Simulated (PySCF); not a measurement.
From computed data to an observable: dipole moment from atomic charges

Ta(Cl)4(SH) (Cl₄HSTa), SMILES [SH][Ta]([Cl])([Cl])([Cl])[Cl], multiplicity 1. Atoms are numbered in the order given.

```xyz
7

Ta    -0.0590     0.0053     0.0000
Cl    -1.2015     0.0646     1.9802
Cl     0.0584    -2.3092     0.0000
Cl     0.2682     2.3089     0.0000
Cl    -1.2015     0.0646    -1.9802
S      2.3094    -0.2283     0.0000
H      2.6578     1.0778     0.0000
```
Charge 0, spin multiplicity 1.

Geometry optimised at PBE0-D3(BJ)/def2-SVP. The spin state was assumed, not searched. The structure was generated by enumeration; whether it is a known compound was not checked. The def2 effective core potentials stand for the cores of Ta; spin–orbit coupling is left out. One conformer was computed; it need not be the lowest.

Charges (e) from PBE/def2-TZVP run with PySCF:

| atom | Mulliken | ESP fit |
|---|---|---|
| Ta1 | 0.977 | 0.248 |
| Cl2 | -0.206 | -0.031 |
| Cl3 | -0.212 | -0.055 |
| Cl4 | -0.241 | -0.114 |
| Cl5 | -0.206 | -0.031 |
| S6 | -0.292 | -0.203 |
| H7 | 0.179 | 0.188 |

The dipole moment of the full density is 0.61 D.

Q: What dipole moment does each set of point charges give, and which comes closer to that of the density?

A: 
μ = Σ q r, and 1 e Å = 4.8032 D.
Mulliken: Σ q r = (0.162, 0.171, 0.000) e Å, |μ| = 1.13 D.
ESP fit: Σ q r = (0.057, 0.110, 0.000) e Å, |μ| = 0.60 D.
ESP fit comes closer in size. Point charges leave out the atoms' own dipoles (lone pairs, polarised bonds); fits to the potential absorb them, partitions of the density don't.
